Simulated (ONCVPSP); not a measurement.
**bromine: from the effect back to the setting (ONCV)**

Base potential:

bromine (Br), optimised norm-conserving Vanderbilt (ONCV), made with ONCVPSP 4.0.1 (LDA (Perdew-Zunger), scalar-relativistic). Core [Ar] 3d10, reference 4s1.5 4p5.5. Waves: 4s: rc 1.45 bohr, ncon 4, nbas 7, qcut 3.8 1/bohr, 1 projector; 4p: rc 1.25 bohr, ncon 4, nbas 8, qcut 6.5 1/bohr, 2 projectors, debl 2.5 Ha. Local part: polynomial inside 1.15 bohr (lpopt 5, dvloc0 2 Ha). Core correction: Teter function fitted to the true core (icmod 2), fcfact 0.55.

Cutoffs, loose and tight: the cutoffs (Ha) at which the residual kinetic energy of the hardest occupied pseudo-wave falls to 1 and 0.1 mHa per electron. They do not see the model core or the augmentation charge, which bear on the density cutoff. Test errors are all-electron minus pseudo excitation energies from the reference, over the configurations 4s2 4p5; 4s2 4p4; 4s2 4p3; 4s2 4p2; variants that change the core or the reference have their own tests.

Only the scale of all radii but the core radius (base = 1) is moved (2 further runs of the sweep failed or gave no value and are left out):

```tsv
scale of all radii but the core radius (base = 1)	cutoff, loose	cutoff, tight	bound ghosts	largest test error (meV)
0.93	136 Ha	161 Ha	p, s	+87
0.96	115 Ha	145 Ha	p	+36
1.06	42 Ha	100 Ha	none	+25
1.12	38 Ha	47 Ha	none	+24
1.24	29 Ha	38 Ha	none	+43
1.3	24 Ha	33 Ha	none	+55
```

One more run gave cutoff, loose: 32 Ha; cutoff, tight: 41 Ha; bound ghosts: none; largest test error (meV): +36. Which value of the scale of all radii but the core radius (base = 1) was used?

1.2. The loose cutoff moves one way along this sweep, from 136 Ha at 0.93 to 24 Ha at 1.3, which places the run between 1.12 and 1.24.
